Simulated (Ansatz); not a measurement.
Compare A (`CN1[SiH2][SiH2]1`) with its isomer B (`N=C([SiH3])[SiH3]`).

Program: Ansatz. Geometries: PBE0-D4/def2-TZVP. ΔE: electronic, gas phase. CBS: MP2 limit from def2 TZ/QZ plus the TZ coupled-cluster correction, frozen cores. DFT in def2-TZVPP. One conformer a species, not always the lowest.

(1) Which is lower in electronic energy at CCSD(T)/CBS, and by how much? (An estimate is asked.)

(2) Give E(B) − E(A) in kJ/mol with PBE-D4, BLYP-D4, LDA (SPW92), B2PLYP, CCSD(T)/def2-SVP, CCSD/def2-TZVPP, HF/def2-TZVPP. (Best estimate.)

(3) Does the order hold for the free energy at 298.15 K (harmonic terms from PBE0-D4)? (Best estimate.)

Largest T1 diagnostic: 0.013.

Answers

(1) The calculation gave: A, by 74.6 kJ/mol.

(2) Ansatz gave: PBE-D4 85.0, BLYP-D4 59.7, LDA (SPW92) 112.0, B2PLYP 73.1, CCSD(T)/def2-SVP 55.7, CCSD/def2-TZVPP 70.9, HF/def2-TZVPP 55.5. None reverses the order clearly.

(3) Computed: Yes: G(B) − G(A) = +52.6 kJ/mol, for one conformer each. Modes under 60 cm⁻¹, often nearly free rotors, make the harmonic entropy too high.

From PBE to PBE0 (25 % exact exchange), in def2-TZVPP and without D4, E(B) − E(A) moves by +8.7 kJ/mol. At CCSD(T), def2-SVP lies −18.9 kJ/mol from the extrapolated value and def2-TZVPP −5.0 kJ/mol.
